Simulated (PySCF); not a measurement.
Deuteron quadrupole couplings in `C#C[P@H+](CC=C)C1CCC1`

C9H14P (charge +1).
SMILES with atom numbers: `[CH:1]#[C:2][P@H+:3]([CH2:4][CH:5]=[CH2:6])[CH:7]1[CH2:8][CH2:9][CH2:10]1` (hydrogens: H11 on C1; H12 on P3; H13, H14 on C4; H15 on C5; H16, H17 on C6; H18 on C7; H19, H20 on C8; H21, H22 on C9; H23, H24 on C10)

Geometry (GFN2-xTB, Å), atoms numbered from 1 in this order:
```xyz
24
C9H14P angstrom
C     -0.8207    3.3169    0.7024
C     -0.5527    2.3108    0.0987
P     -0.1746    0.8386   -0.7493
C     -1.7094    0.0646   -1.3501
C     -2.5598   -0.2972   -0.1617
C     -2.7915   -1.5398    0.2188
C      0.7889   -0.2757    0.3072
C      1.4686   -1.3915   -0.5141
C      2.8054   -0.6454   -0.3890
C      2.1792    0.2969    0.6507
H     -1.0540    4.2045    1.2219
H      0.6148    1.2165   -1.8177
H     -2.2238    0.7810   -1.9993
H     -1.4458   -0.8230   -1.9332
H     -2.9912    0.5379    0.3737
H     -2.3859   -2.3879   -0.3087
H     -3.4204   -1.7599    1.0633
H      0.1580   -0.5893    1.1448
H      1.1029   -1.5422   -1.5307
H      1.4604   -2.3475    0.0031
H      3.1018   -0.1391   -1.3054
H      3.6409   -1.2417   -0.0351
H      2.4784    0.0675    1.6701
H      2.3187    1.3649    0.4805
```

Level: PBE0/pcSseg-1 (PySCF, non-relativistic); Q(2H) = 0.00286 b; rigid geometry, the same for H and D, with no vibrational averaging.

Question: Rank these positions by the coupling χzz of a deuteron there, largest first.
A. H15 (vinylic hydrogen)
B. H17 (vinylic hydrogen)
C. H22 (methylene hydrogen)
D. H14 (methylene hydrogen)
E. H19 (methylene hydrogen)
F. H11 (alkyne hydrogen)

Answer: F (249 kHz), B (223 kHz), A (214 kHz), C (209 kHz), E (205 kHz), D (198 kHz).

Question: Tabulate Vzz, the asymmetry η and χzz = 234.96 MHz × Q × Vzz for every hydrogen position.

Answer: 
```json
{"atom": "H11", "bonded to": "C1", "bond length (Å)": "1.055", "Vzz (au)": "0.3698", "η": "0.00", "χzz (kHz)": "249"}
{"atom": "H12", "bonded to": "P3", "bond length (Å)": "1.381", "Vzz (au)": "0.1973", "η": "0.01", "χzz (kHz)": "133"}
{"atom": "H13", "bonded to": "C4", "bond length (Å)": "1.095", "Vzz (au)": "0.2915", "η": "0.03", "χzz (kHz)": "196"}
{"atom": "H14", "bonded to": "C4", "bond length (Å)": "1.094", "Vzz (au)": "0.2939", "η": "0.04", "χzz (kHz)": "198"}
{"atom": "H15", "bonded to": "C5", "bond length (Å)": "1.082", "Vzz (au)": "0.3185", "η": "0.08", "χzz (kHz)": "214"}
{"atom": "H16", "bonded to": "C6", "bond length (Å)": "1.078", "Vzz (au)": "0.3293", "η": "0.04", "χzz (kHz)": "221"}
{"atom": "H17", "bonded to": "C6", "bond length (Å)": "1.076", "Vzz (au)": "0.3321", "η": "0.03", "χzz (kHz)": "223"}
{"atom": "H18", "bonded to": "C7", "bond length (Å)": "1.095", "Vzz (au)": "0.2930", "η": "0.05", "χzz (kHz)": "197"}
{"atom": "H19", "bonded to": "C8", "bond length (Å)": "1.091", "Vzz (au)": "0.3051", "η": "0.05", "χzz (kHz)": "205"}
{"atom": "H20", "bonded to": "C8", "bond length (Å)": "1.087", "Vzz (au)": "0.3082", "η": "0.01", "χzz (kHz)": "207"}
{"atom": "H21", "bonded to": "C9", "bond length (Å)": "1.088", "Vzz (au)": "0.3092", "η": "0.01", "χzz (kHz)": "208"}
{"atom": "H22", "bonded to": "C9", "bond length (Å)": "1.086", "Vzz (au)": "0.3114", "η": "0.01", "χzz (kHz)": "209"}
{"atom": "H23", "bonded to": "C10", "bond length (Å)": "1.087", "Vzz (au)": "0.3081", "η": "0.02", "χzz (kHz)": "207"}
{"atom": "H24", "bonded to": "C10", "bond length (Å)": "1.090", "Vzz (au)": "0.3033", "η": "0.05", "χzz (kHz)": "204"}
```

Question: Average by the element that carries the hydrogen.

Answer: on C: 211 kHz over 13 positions, mean bond length 1.085 Å; on P: 133 kHz over 1 position, mean bond length 1.381 Å.

Question: How does χzz go with the bond length over the 13 C–H bonds?

Answer: A straight-line fit has a slope of -12.9 kHz for each 0.01 Å, with a correlation coefficient of -1.00, over lengths from 1.055 to 1.095 Å. The longer bonds have the smaller couplings here.

Question: Give the 2H NMR doublet splittings at H14 for a magnetic field along the z, y and x axes of the gradient: 3χ/2, 3χ(1 + η)/4, 3χ(1 − η)/4.

Answer: With |χ| = 197.5 kHz and η = 0.038: 296, 154 and 143 kHz, to first order and without motion.

Isolated species at its GFN2-xTB geometry (one conformer only). GFN2-xTB bond lengths can be off by several hundredths of an ångström, more for odd bonds, and the gradients follow them. The small basis limits the accuracy of the gradients.
